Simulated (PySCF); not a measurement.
Can point charges reproduce the dipole moment of `[C@@H]1(C=O)OC=C1C`?

Coordinates (GFN2-xTB, Å) and charges (e) from the PBE0/pcSseg-1 density (PySCF):

```tsv
atom	x	y	z	Mulliken	IAO	Hirshfeld	ESP-fitted
C1	-1.651	-0.560	0.086	-0.1233	-0.4341	-0.1152	-0.6424
C2	-0.496	0.333	-0.126	-0.4172	-0.0692	-0.0272	+0.0020
C3	-0.149	1.616	0.014	+0.2265	+0.0359	+0.0199	-0.0635
O4	1.162	1.496	-0.420	-0.4339	-0.3749	-0.1444	-0.3518
C5	0.935	0.084	-0.595	+0.0639	+0.0371	+0.0332	+0.1635
C6	1.679	-0.767	0.384	+0.2970	+0.2597	+0.1292	+0.4065
O7	1.777	-1.958	0.313	-0.3492	-0.3841	-0.2239	-0.4429
H8	-1.996	-0.972	-0.863	+0.1347	+0.1586	+0.0503	+0.1986
H9	-1.373	-1.394	0.729	+0.1385	+0.1615	+0.0501	+0.2115
H10	-2.466	-0.006	0.547	+0.1255	+0.1597	+0.0530	+0.1972
H11	-0.578	2.552	0.310	+0.0939	+0.1694	+0.0727	+0.2057
H12	1.065	-0.238	-1.628	+0.1566	+0.1720	+0.0617	+0.1012
H13	2.087	-0.185	1.231	+0.0869	+0.1085	+0.0406	+0.0144
```

Task: Compute μ = Σ q r for each scheme (1 e·Å = 4.803 D) and compare with the dipole of the full density.

Result: The full density gives (-2.10, 1.51, 0.07) D, 2.59 D in size; dipole vectors point from the negative to the positive end.

```json
{"scheme": "Mulliken", "μx": "-3.19", "μy": "-0.14", "μz": "0.62", "size (D)": "3.25", "share of the full size (%)": "125", "angle to the full dipole (°)": "39"}
{"scheme": "IAO", "μx": "-2.51", "μy": "1.27", "μz": "0.29", "size (D)": "2.82", "share of the full size (%)": "109", "angle to the full dipole (°)": "10"}
{"scheme": "Hirshfeld", "μx": "-1.48", "μy": "1.24", "μz": "0.04", "size (D)": "1.93", "share of the full size (%)": "75", "angle to the full dipole (°)": "4"}
{"scheme": "ESP-fitted", "μx": "-2.14", "μy": "1.49", "μz": "0.09", "size (D)": "2.61", "share of the full size (%)": "101", "angle to the full dipole (°)": "1"}
```

Task: Which set comes closest?

Result: Length of the difference vector: ESP-fitted 0.05 D, IAO 0.52 D, Hirshfeld 0.68 D, Mulliken 2.05 D. Closest: ESP-fitted. The schemes that divide the density aren't constrained to reproduce the dipole.

Task: What is left for the Hirshfeld atoms' own dipoles?

Result: The Hirshfeld atoms' densities add up to the full density, so μ = Σ q r + Σ (atomic dipoles). The atomic dipoles sum to (-2.10, 1.51, 0.07) − (-1.48, 1.24, 0.04) = (-0.62, 0.27, 0.03) D, 0.68 D in size.

Task: With the origin at the mean of the coordinates, (0.000, 0.000, -0.001) Å, which are the largest single terms, by size, of the ESP-fitted dipole along the direction of the full one?

Result: O7 +5.48, C6 -3.51, C1 -3.14, H11 +1.94, H10 +1.91 D; all 13 atoms together +2.61 D. The single terms depend on the origin, their sum doesn't.

Task: Give the size of the full dipole in other units.

Result: 2.59 D = 1.020 au = 0.540 e·Å = 8.65 × 10⁻³⁰ C·m.

One conformer (not necessarily the lowest) at the GFN2-xTB geometry, without solvent, vibrations or thermal averaging.

These values come from a run that also computed NMR shieldings. Hardware: one thread, Arm Neoverse N1, shared host. Cost: 25 s wall.

Conformer computed: `[CH3:1][C:2]1=[CH:3][O:4][C@H:5]1[CH:6]=[O:7]`: O4–C5–C6–O7 -170°.
